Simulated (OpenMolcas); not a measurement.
neutral neodymium: thermal populations, worked from levels

```
Program             : OpenMolcas 26.06
Basis               : ANO-RCC-VTZP [8s7p5d3f2g1h]
Scalar Hamiltonian  : DKH2, point nucleus
Active space        : 4 electrons in 7 orbitals (4f)
State averaging     : 2S+1 = 5 even, 35 roots; 2S+1 = 3 even, 210 roots (117 in the spin-orbit step); 2S+1 = 1 even, 196 roots (75 in the spin-orbit step)
Spin-orbit coupling : RASSI with atomic mean-field integrals over the reference wave functions, term energies averaged over their components
```

Methods: CASSCF; MS-CASPT2, IPEA 0.25 Eh, imaginary shift 0.1 Eh (closed shells correlated: 5s 5p 6s). Measured levels: NIST Handbook of Basic Atomic Spectroscopic Data.

**Thermal populations.** Z = Σ (2J + 1) exp(-E/kT) with k = 0.695035 cm-1/K, over the levels below. No other level of either list lies under 6710 cm-1, which is above 7 kT at each temperature.

```json
{"Level": "4f⁴ 6s² ⁵I₄", "2J + 1": "9", "MS-CASPT2": "0.0", "measured": "0.0"}
{"Level": "4f⁴ 6s² ⁵I₅", "2J + 1": "11", "MS-CASPT2": "1231", "measured": "1128"}
{"Level": "4f⁴ 6s² ⁵I₆", "2J + 1": "13", "MS-CASPT2": "2590", "measured": "2367"}
{"Level": "4f⁴ 6s² ⁵I₇", "2J + 1": "15", "MS-CASPT2": "4020", "measured": "3682"}
{"Level": "4f⁴ 6s² ⁵I₈", "2J + 1": "17", "MS-CASPT2": "5490", "measured": "5049"}
```

```csv
T (K),"Z, MS-CASPT2","Z, measured levels","Ground level (%), MS-CASPT2","Ground level (%), measured levels"
1000,11.237,11.689,80.1,77.0
```

At 1000 K, kT = 695 cm-1, and the computed levels give Z = 9.000 + 1.872 + 0.313 + 0.046 + 0.006 = 11.237.

Term energies are means over components that CASPT2 splits; among the terms shown or strongly mixed into the levels shown the widest spread is 1800 cm-1 (4f⁴ 6s² ⁵I, MS-CASPT2). High states are left out of the spin-orbit mixing, which shifts the levels that they would mix with. With the s shell closed, the reference lacks s² → p² mixing. Without dynamic correlation excited terms often stand tens of per cent too high (terms of higher spin than the ground term too low), and those without a measured partner can miss by more than the paired ones (holds for CASSCF). Blocks of more than 70 roots (2S+1 = 3 even, 1 even) ran without multistate coupling (holds for MS-CASPT2). Measured partners are found by configuration, term and J. A level has none where our copy of the source lacks it or the pairing is in doubt (some pairs that miss far off the trend of their configuration count as doubtful), and it then counts in no deviation. Only configurations of the active space appear.
